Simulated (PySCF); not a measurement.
C₂H₅BO₃. Atoms are numbered in the order given.

```xyz
11

C      1.0612    -1.7781     0.0000
B     -0.1399    -0.7825     0.0000
O     -1.4261    -1.1749     0.0000
C      0.0120     0.8349     0.0000
O     -0.9696     1.5538     0.0000
O      1.2600     1.3303     0.0000
H      0.7483    -2.8323     0.0000
H      1.7056    -1.5931    -0.8777
H      1.7056    -1.5931     0.8777
H     -2.0007    -0.3861     0.0000
H      1.1873     2.3032     0.0000
```

Geometry optimised at B3LYP-D3(BJ)/def2-SVP. The structure was generated by enumeration, and PubChem lists no compound with its InChIKey, so it may never have been made. The values are those of a single conformer.

Method: M06-2X/def2-TZVP run with PySCF.

Isolated molecule, no solvent.

- total energy = -329.83408 hartree
- point group = Cs
- highest occupied level = -9.70 eV
- lowest empty level = -0.56 eV
- orbital gap = 9.14 eV
- dipole moment = 1.44 D
- quadrupole, principal values (traceless, Buckingham form, about the centre of nuclear charge) = -3.81, 1.38, 2.44 D·Å
- mean static polarisability = 46.2 bohr³ (6.85 Å³)
- polarisability, principal values = 33.6, 50.9, 54.2 bohr³
